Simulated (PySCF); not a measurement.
VF₄, SMILES [F][V+]([F])([F])[F], charge +1, multiplicity 1. Atoms are numbered in the order given.

```xyz
5

V      0.0000     0.0000     0.0000
F     -0.9486     0.9486    -0.9486
F      0.9486     0.9486     0.9486
F      0.9486    -0.9486    -0.9486
F     -0.9486    -0.9486     0.9486
```
Charge +1, spin multiplicity 1.

Geometry: B3LYP-D3(BJ)/def2-SVP. The multiplicity is an assumed one; other spin states were not compared. The isomer is the one that the SMILES or the coordinates give; other isomers of the formula were not compared.

Two levels are set side by side: PBE/pcSseg-1 (PySCF) and B3LYP/pcSseg-1 (PySCF). GIAO shifts against CFCl3 (¹⁹F) at the same level; non-relativistic, no solvent, atoms listed together averaged. Differences are taken from unrounded values.

```csv
quantity,B3LYP
"δ(¹⁹F) of F2, F3, F4, F5 (ppm)",783.4
```

Task: What does PBE give, and how far is it from B3LYP? (Estimate from the structure and the level; the computed values follow.)

Result: 
| quantity | PBE | PBE minus B3LYP |
|---|---|---|
| δ(¹⁹F) of F2, F3, F4, F5 (ppm) | 687.7 | -95.7 |

Rough cost on one machine, each run with all the roots and properties that it gave: B3LYP against PBE within a factor of 2.
